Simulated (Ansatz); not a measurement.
The cluster K2H2. Charge 0, multiplicity 1. Geometry r2SCAN-D4/def2-TZVP; atoms count from 1.

Cartesian coordinates in Å:
```
K 1.4066 -0.7251 0.8475
K -1.4073 0.7250 -0.8464
H 0.5185 1.5755 0.4904
H -0.5177 -1.5753 -0.4915
```

The structure comes from a short search, and lower isomers may exist.

Question: Estimate the Mulliken populations from the PBE0/def2-TZVP orbitals of Ansatz.

Answer: 
```json
{"atom": "K1", "charge (e)": "0.43"}
{"atom": "K2", "charge (e)": "0.43"}
{"atom": "H3", "charge (e)": "-0.43"}
{"atom": "H4", "charge (e)": "-0.43"}
```
Mulliken values depend strongly on the basis.
